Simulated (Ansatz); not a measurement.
Gas-phase electronic energies from Ansatz, PBE0-D4/def2-TZVP geometries. CCSD(T)/CBS adds triple-zeta CCSD(T) − MP2 to the extrapolated MP2 energy (def2 sets, frozen cores). This one scheme is used for every species. Functionals use def2-TZVPP. B3LYP here is the variant with VWN-RPA as its local correlation; programs differ in this. Each species was taken in one conformer, which may not be the lowest.

Consider the ligand exchange at a B–N bond: `B[NH][AlH][O]C` + `COCN` → `BNCOC` + `C[O][AlH][NH2]`.

```csv
level,ΔE (eV)
PBE-D4,-0.15
B3LYP-D4,-0.26
B2PLYP,-0.27
B3LYP,-0.30
SCS-MP2/def2-TZVPP,-0.25
CCSD(T)/def2-TZVPP,-0.21
HF/CBS(def2),-0.39
CCSD/CBS(def2),-0.24
```

(1) What does CCSD(T)/CBS give? (Best estimate.)

Largest T1 diagnostic among the species: 0.013.

## Answers

(1) Ansatz gave: -0.21 eV. The listed levels differ from it by 0.06, -0.05, -0.06, -0.09, -0.04, 0.00, -0.18, -0.03 eV.

The D4 term adds +0.04 eV with B3LYP and +0.02 eV with PBE0; it sums over pairs of atoms, weighted by their polarisabilities, and B3LYP, whose exchange is more repulsive, gets the larger term. In def2-TZVPP, CCSD(T) changes the Hartree–Fock value by +0.18 eV (the triples alone add +0.03 eV) and MP2 by +0.16 eV.
